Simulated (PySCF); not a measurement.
## How methods differ on the interval between two levels of Co³⁺

Co³⁺ [Ar] 3d6 [5D4, M_J = 4] → Co³⁺ [Ar] 3d5 4s1 [7S3, M_J = 3], as a difference of total energies. All numbers are calculated (PySCF 2.14, the two-component X2C-1e Hamiltonian, in x2c-TZVPall-2c (6s7p4d1f, 54 functions)). Correlated levels: [Ne] frozen. "Screened" scales the spin-orbit matrix elements by Boettger's factors to mimic the two-electron term; Breit and QED terms are absent.

```csv
method,interval between two levels (cm⁻¹)
GHF (spin-free),84124
GMP2 (spin-free),91518
GHF (screened spin-orbit),84717
GMP2 (screened spin-orbit),92120
```

The labels give the starting determinants; with spin-orbit coupling the two ends relaxed to ⟨J²⟩ = 20.00, ⟨L²⟩ = 6.01, ⟨S²⟩ = 6.00 and ⟨J²⟩ = 12.00, ⟨L²⟩ = 0.00, ⟨S²⟩ = 12.00.
